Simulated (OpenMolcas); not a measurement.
## Br+: effect of correlating more closed shells

```json
{"Program": "OpenMolcas 26.06", "Basis": "ANO-R3 [7s6p5d4f2g]", "Scalar Hamiltonian": "X2C, finite nucleus", "Active space": "4 electrons in 3 orbitals (4p)", "State averaging": "2S+1 = 3 even, 3 roots; 2S+1 = 1 even, 6 roots", "Spin-orbit coupling": "RASSI with atomic mean-field integrals over the reference wave functions, term energies averaged over their components"}
```

Methods on the same reference wave functions:
A. CASSCF
B. SS-CASPT2, IPEA 0.25 Eh, imaginary shift 0.1 Eh (closed shells correlated: 3d 4s)
C. SS-CASPT2, IPEA 0.25 Eh, imaginary shift 0.1 Eh (closed shells correlated: 3s 3p 3d 4s)

Energies in eV above 4s2 4p4 3P2, the measured ground level; measured values from NIST Handbook of Basic Atomic Spectroscopic Data.

| Level | A | B | C | Measured |
| --- | --- | --- | --- | --- |
| 4s2 4p4 3P2 | 0.0000 | 0.0000 | 0.0000 | 0.0000 |
| 4s2 4p4 3P1 | 0.3530 | 0.359 | 0.359 | 0.3889 |
| 4s2 4p4 3P0 | 0.4574 | 0.451 | 0.451 | 0.4758 |
| 4s2 4p4 1D2 | 1.7947 | 1.501 | 1.490 | 1.4989 |
| 4s2 4p4 1S0 | 4.1684 | 3.521 | 3.492 | 3.4551 |

Deviations, from unrounded energies. A percentage is the sum of absolute deviations over the sum of measured energies, with the sign that they share, or ± where signs differ.

```csv
Against measurement,Levels,A,B,C
mean absolute deviation (cm-1),4,2100,250,200
fine structure of the ground term (%),2,-6.3,-6.3,-6.3
other terms of the ground configuration (%),2,+20.4,+1.4,±0.9
```

C lies closest to measurement on these levels and A furthest from it. The largest miss of C in the table is 4s2 4p4 1S0, by +300 cm-1. The ranking rests on the paired levels alone, and a cruder setting can come out closer through cancelling errors.

Between B and C the level of the table that moves most is 4s2 4p4 1S0, by 230 cm-1 (lowest in C, highest in B). Moves below CASPT2's spread within the term are not significant.

The mean deviations of B to C differ by less than CASPT2's widest spread within a term (170 cm-1), so their order carries little weight.

From A to B the spin-free energies of the other terms of 4s2 4p4 shown, above 3P, scale by factors of 0.81 to 0.83.

The lowest spin-free term lies below A's lowest term by 0.634 hartree in B, 0.975 hartree in C.

What an inner shell adds also hangs on whether the basis holds functions to correlate it.

CASPT2 breaks the degeneracy within a term, and the mean is taken; among the terms shown or strongly mixed into the levels shown the widest spread is 170 cm-1 (4s2 4p4 1D, C). With the s shell closed, the reference lacks s² → p² mixing. Without dynamic correlation excited terms often stand tens of per cent too high (terms of higher spin than the ground term too low), and those without a measured partner can miss by more than the paired ones (holds for A). Computed and measured levels are paired by configuration, term and J; levels that our copy of the source lacks, or whose pairing is in doubt (as where it misses far off the trend of its configuration), stay unpaired and out of the deviations. Only configurations of the active space appear.
